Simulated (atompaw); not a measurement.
## Cutoff test, beryllium, PAW (atompaw)

```json
{"Element": "beryllium", "Generator": "atompaw 4.2.0.5", "Type": "PAW", "Functional": "LDA (PW92)", "Relativity": "scalar-relativistic", "Frozen core": "none", "Valence charge": "4", "Reference configuration": "1s2 2s2 2p0", "Partial waves": "1s (bound): rc 0.50 bohr; 2s (bound): rc 0.85 bohr; 2p (bound, empty): rc 3.00 bohr; 2p channel at 0.6 Ry: rc 3.00 bohr; 3d channel at 0.3 Ry: rc 3.00 bohr; 3d channel at 2.6 Ry: rc 2.85 bohr", "Local potential": "ultrasoft scheme with l = 3 at -0.5 Ry, radius 2.20 bohr", "Core correction": "none", "Augmentation charge": "besselshape compensation charge, radius 2.60 bohr; PAW radius 3.00 bohr; waves and projectors: custom rrkj vanderbiltortho"}
```

The pseudo-atom Hamiltonian at the reference potential is diagonalised in spherical Bessel functions j_l(qr) that vanish at 20 bohr, with q² up to the cutoff. All-electron valence levels (Ry): 1s -7.7134, 2s -0.4116, 2p -0.1543.

Problem. How do the lowest levels (Ry) of each channel move with the cutoff, and are there ghosts?

Solution.

| cutoff (Ry) | s #1 | s #2 | p #1 | d #1 | d #2 | f #1 | f #2 | Σ f·Δε (mRy) |
| --- | --- | --- | --- | --- | --- | --- | --- | --- |
| 8 | -4.8660 | -0.2011 | -0.1542 | 0.0662 | 0.1550 | 0.1140 | 0.2437 | 6115.5 |
| 15 | -5.9570 | -0.2444 | -0.1543 | 0.0662 | 0.1550 | 0.1140 | 0.2437 | 3846.7 |
| 21 | -6.4282 | -0.2643 | -0.1543 | 0.0662 | 0.1550 | 0.1140 | 0.2437 | 2864.6 |
| 35 | -6.8102 | -0.2877 | -0.1543 | 0.0662 | 0.1550 | 0.1140 | 0.2437 | 2053.8 |
| 50 | -7.0514 | -0.3162 | -0.1543 | 0.0662 | 0.1550 | 0.1140 | 0.2437 | 1514.4 |
| 60 | -7.1681 | -0.3355 | -0.1543 | 0.0662 | 0.1550 | 0.1140 | 0.2437 | 1242.4 |
| 90 | -7.4837 | -0.3916 | -0.1543 | 0.0662 | 0.1550 | 0.1140 | 0.2437 | 499.1 |
| 120 | -7.6374 | -0.4094 | -0.1543 | 0.0662 | 0.1550 | 0.1140 | 0.2437 | 155.9 |
| 180 | -7.7084 | -0.4114 | -0.1543 | 0.0662 | 0.1550 | 0.1140 | 0.2437 | 10.1 |
| 230 | -7.7127 | -0.4116 | -0.1543 | 0.0662 | 0.1550 | 0.1140 | 0.2437 | 1.1 |
| 350 | -7.7131 | -0.4116 | -0.1543 | 0.0662 | 0.1550 | 0.1140 | 0.2437 | 0.3 |
| 400 | -7.7132 | -0.4116 | -0.1543 | 0.0662 | 0.1550 | 0.1140 | 0.2437 | 0.0 |

Result: no extra level below or beside the all-electron valence levels (s, p, d, f tested); 10 mRy is reached at 200 Ry and 1 mRy at 260 Ry.
